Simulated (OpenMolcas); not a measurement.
Cu4+ (d7) among equal point charges was computed by CASSCF with the d shell active (OpenMolcas, ANO-RCC-VDZP on the metal). Its lowest spin-free states, and all those of the highest spin:

| 2S+1 | Degeneracy | E (cm-1) |
| --- | --- | --- |
| 4 | 1 | 0.0 |
| 4 | 2 | 704.8 |
| 4 | 1 | 2000 |
| 4 | 2 | 4130 |
| 4 | 1 | 6329 |
| 4 | 1 | 23318 |
| 2 | 2 | 24305 |
| 2 | 1 | 25071 |
| 2 | 2 | 25781 |
| 2 | 1 | 25966 |
| 2 | 2 | 26639 |
| 2 | 1 | 27275 |
| 4 | 2 | 29530 |

Task: Is the site octahedral, tetrahedral or cube-like, axial, or of lower symmetry?

Result: The states with 2S+1 = 4 have orbital degeneracies 1, 2, 1, 2, 1, 1, 2. There are pairs but no triples, so the site is axial: not cubic, but with a proper or improper axis of order three or more. The run had Cu4+ among 6 point charges of -2 e arranged as a trigonal antiprism (D3d), 1.76 Å from the ion, with a polar angle of 47.1° against the regular 54.74°.

Spin-orbit coupling mixes the spin-free states strongly: the lowest level takes only 50 % from its leading state, 4E, which lies 705 cm-1 above the lowest spin-free state. Without dynamic correlation the repulsion within the d shell is too large (B by tens of per cent), so at a given field states of lower spin stand too high. Point charges give a weaker field than real ligands, and real ions of this kind are often low spin; the high spin found here belongs to the model. Point charges carry no covalency, so the field is a model and not that of real ligands. No measured value stands beside these numbers.
